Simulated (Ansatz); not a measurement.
`O[SiH]([SiH3])[O][AlH2]`, charge 0, multiplicity 1.

(1) Give a relaxed structure at PBE0-D4/def2-TZVP (the Gaussian-basis code of Ansatz). (An estimate is asked.)

Answers

(1) Ansatz gave: 
```xyz
12

O    -1.3536   -1.4812    0.9399
Si   -0.4196   -0.8139   -0.2399
Si   -1.5176    1.1599   -0.8594
O     1.0804   -0.4915    0.2932
Al    2.5390    0.1426    0.8486
H    -1.1598   -2.3810    1.2081
H    -0.2811   -1.7783   -1.3698
H    -1.6110    2.0860    0.3031
H    -2.8902    0.8844   -1.3638
H    -0.7505    1.8443   -1.9373
H     2.9791    1.5669    0.3277
H     3.3848   -0.7380    1.8495
```
This is one stationary point; other conformers may exist.
